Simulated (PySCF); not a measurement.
Si(H)(F)2(OH) (F2H2OSi), SMILES O[SiH](F)F.

Coordinates come from a PBE0-D3(BJ)/def2-SVP optimisation. Other conformers were not sampled.

These are r2SCAN/def2-TZVPD (PySCF) values and carry that method's errors.

The molecule is in vacuum.

Q: Estimate the frontier levels, gap, dipole moment and polarisability. (Estimate from the structure and the level; the computed values follow.)

A: 
```json
{
 "highest_occupied_level": "-8.98 eV",
 "lowest_empty_level": "-0.23 eV",
 "orbital_gap": "8.75 eV",
 "dipole_moment": "1.12 D",
 "quadrupole, principal values (traceless, Buckingham form, about the centre of nuclear charge)": "-4.28, -4.24, 8.52 D·Å",
 "mean_static_polarisability": "29.4 bohr³ (4.36 Å³)",
 "polarisability_principal_values": "28.1, 29.0, 31.1 bohr³"
}
```
